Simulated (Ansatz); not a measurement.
AgF2⁻, relaxed as a triplet with UKS r2SCAN-D4/def2-TZVPD in Ansatz, starting from the r2SCAN-D4/def2-TZVPD geometry of the charge -1 singlet. Force threshold 0.02 eV/Å.

In the def2 sets Ag takes a core potential; there is no spin–orbit coupling. The highest occupied level of the charge -1 triplet lies above zero (up to 0.53 eV). It is a level of α spin, whose loss leaves a doublet; that state wasn't run at this geometry and level. The electron is either unbound and held by the finite basis, or the level is raised by self-interaction error. The relaxation made no stability test and no search for a lower SCF solution. At r2SCAN-D4/def2-TZVPD a singlet of charge -1 lies 2.95 eV below the triplet, each at its own geometry. The structure comes from a short search, and lower isomers may exist.

Start:

| atom | x (Å) | y (Å) | z (Å) |
| --- | --- | --- | --- |
| Ag1 | 0.000 | 0.000 | 0.000 |
| F2 | -0.828 | -1.811 | 0.260 |
| F3 | 0.828 | 1.810 | -0.260 |

Q: Estimate the energy that the relaxation releases and the steps that it takes.

A: 21.2 kcal/mol, in 18 steps; 32 s on 4 threads of Arm Neoverse V2 on a shared host. The force fell under the threshold at step 4, but the optimiser went on and released 0.836 eV more. No frequencies were taken in this run, so the end may be a saddle point.

Q: Does the start keep its bonding and symmetry?

A: By distances, no bond broke or formed. The bond that changes most is Ag1–F2, from 2.01 to 2.04 Å (atoms count from 1). Point group D∞h at the start, C2v at the end, both within 0.05 Å.

Q: Predict the relaxed structure.

A: 
Cartesian coordinates in Å:
```
Ag -0.7743 0.2946 -0.4153
F -0.2272 -1.4899 0.4007
F 1.0015 1.1953 0.0146
```
Bond lengths: 2 × Ag–F 2.04 Å.
